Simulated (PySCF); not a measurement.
# KRb and its ions

RHF-CCSD(T); K def2-SVP, Rb def2-SVP with ECP28; scalar-relativistic core potentials (PySCF 2.14). Neutral (RHF): singlet (closed shell), Re = 4.166 Å, ωe = 70.8 cm⁻¹, De = 0.46 eV.

KRb⁺ (UHF): doublet (σ ↑), Re = 4.813 Å, ωe = 52.0 cm⁻¹, De = 0.71 eV to K + Rb⁺. The energies at the minima are -623.00907 hartree for KRb and -622.86826 for KRb⁺.

Task: Work out the adiabatic ionisation energy, without and with harmonic zero-point energies (1 hartree = 27.2114 eV, 1 eV = 8065.5 cm⁻¹), and the change of the bond length.

Result: At CCSD(T): 0.14081 hartree = 3.832 eV between the minima; the zero-point term (52.0 − 70.8)/2 cm⁻¹ = -0.001 eV makes it 3.830 eV. Re changes by +64.7 pm against the neutral. The electron leaves a σ orbital, and the longer bond of the ion fits a bonding orbital, or a change in how ionic the bond is.

Correlated steps freeze 5 core orbitals. Weak bonds: KRb. Basis-set superposition, not corrected here, can be much of De in a small basis, most of all at correlated wavefunction levels. Spin–orbit coupling is left out. For an ion De counts to the pair picked by the measured ionisation energies or electron affinities, which need not be the lowest pair at this level. Where the molecule has an RHF reference, its open-shell atoms are computed with UHF. States were picked by a PBE0 search and need not be the measured ground states.

Neutral and ion stand on different kinds of reference determinant, which adds to the error of the difference.
